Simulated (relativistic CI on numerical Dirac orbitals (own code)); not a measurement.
**Fe7+: resonant inelastic scattering at the M2,3 edge**

Computed with this model: Dirac-Coulomb-Breit CI, separate exchange-only KLI orbitals for each configuration, model QED, valence Slater integrals scaled by 0.8, Kramers-Heisenberg scattering through one core-hole configuration in a parametric crystal field; configurations [Ar] 3d → [Ne] 3s2 3p5 3d2; 10 K; core-hole width 0.48 eV; summed over polarisations. Incident energies are the highest absorption maxima for each field (at most a few, so the weaker spin-orbit partner edge can be absent), on the computed scale of the free ion. Intensities are in per cent of the strongest line above 0.02 eV; levels within 1 cm⁻¹ are merged; final levels count from the ground level, the first row holds all elastic scattering, lines under 0.4 are left out and each table stops after 24 rows. The scale of the Slater integrals is a model choice and moves the terms in proportion.

Field parameters in Wybourne normalisation: Oh B⁴₀ = 21Dq, B⁴₄ = √(5/14) B⁴₀. The field is a parameter set, without covalency.

S is read from ⟨S²⟩ = S(S + 1).

Oh, 10Dq = 5900 cm⁻¹:

```tsv
Final level (eV)	Degeneracy	Irrep	S	67 eV	73.4 eV	73.9 eV
0.000	4	Γ8	0.50	151.7	224.5	88.2
0.148	2	Γ7	0.50	3.4	100.0	21.7
0.806	4	Γ8	0.50	43.5	24.8	97.4
```

Oh, 10Dq = 13250 cm⁻¹:

```tsv
Final level (eV)	Degeneracy	Irrep	S	67.4 eV	68.1 eV	73.4 eV
0.000	4	Γ8	0.50	167.7	57.3	304.6
0.140	2	Γ7	0.50	5.1	23.6	100.0
1.701	4	Γ8	0.50	49.9	41.8	28.4
```

Oh, 10Dq = 20650 cm⁻¹:

```
Final level (eV)  Degeneracy  Irrep     S  67.8 eV  68.6 eV  73.4 eV
           0.000           4     Γ8  0.50    178.5     73.6    303.9
           0.138           2     Γ7  0.50      5.7     27.9    100.0
           2.614           4     Γ8  0.50     43.2     38.1     71.4
```

For the first field the strongest loss at the lowest incident energy is the level at 0.81 eV (S = 0.50, against 0.50 in the thermal ground state).
